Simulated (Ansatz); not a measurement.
Molecule: C2H3O, net charge 0, doublet state. It need not be the lowest isomer of its formula. SMILES: C=[C]O
Geometry from a B3LYP-D3(BJ)/def2-TZVP (Ansatz, a program for electronic structure) optimisation:
```xyz
6

C     -0.1863    -1.0182     0.6908
C      0.3771     0.0373     0.1478
O     -0.0625     0.8776    -0.7878
H     -1.2359    -1.2440     0.5148
H      0.3780    -1.6719     1.3393
H      0.2130     1.7806    -0.5833
```
Charge 0, spin multiplicity 2.

Wanted: atomisation energy (electronic, to ground-state atoms), in kcal/mol. Valence correlation only, unless marked. Open shells are spin-unrestricted. No spin-orbit coupling. No relativistic terms. The coupled-cluster limit lacks core correlation, which all-electron functionals hold. CBS marks a two-point X^-3 extrapolation of the correlation energy; Hartree-Fock from the larger set. The bracket is a focal-point correction in the basis named.

```
level                                                                 program  atomisation energy (kcal/mol)  minus last row
-------------------------------------------------------------  --------------  -----------------------------  --------------
r2SCAN/def2-TZVPD                                                      Ansatz                          557.2             7.4
r2SCANh-D4/def2-TZVPD                                          Ansatz + dftd4                          552.0             2.2
B2GP-PLYP-D3(BJ)/def2-TZVPD                                    Ansatz + dftd3                          543.7            -6.1
RI-MP2/CBS(aug-cc-pVTZ,aug-cc-pVQZ)                                    Ansatz                          557.9             8.1
SCS-MP2/STO-3G                                                         Ansatz                          486.4           -63.4
SCS-MP2/aug-cc-pVDZ                                                    Ansatz                          510.6           -39.2
CCSD/STO-3G                                                            Ansatz                          505.4           -44.4
RI-MP2/CBS(aug-cc-pVTZ,aug-cc-pVQZ)+[CCSD(T)-MP2]/aug-cc-pVDZ          Ansatz                          548.6            -1.2
RI-MP2/CBS(cc-pVTZ,cc-pVQZ)+[CCSD(T)-MP2]/cc-pVDZ                      Ansatz                          550.6             0.8
RI-MP2/CBS(cc-pVTZ,cc-pVQZ)+[CCSD(T)-MP2]/cc-pVTZ                      Ansatz                          549.8             0.0
```

The UHF reference is spin-contaminated (<S^2> 0.15 over the pure value in the largest basis).
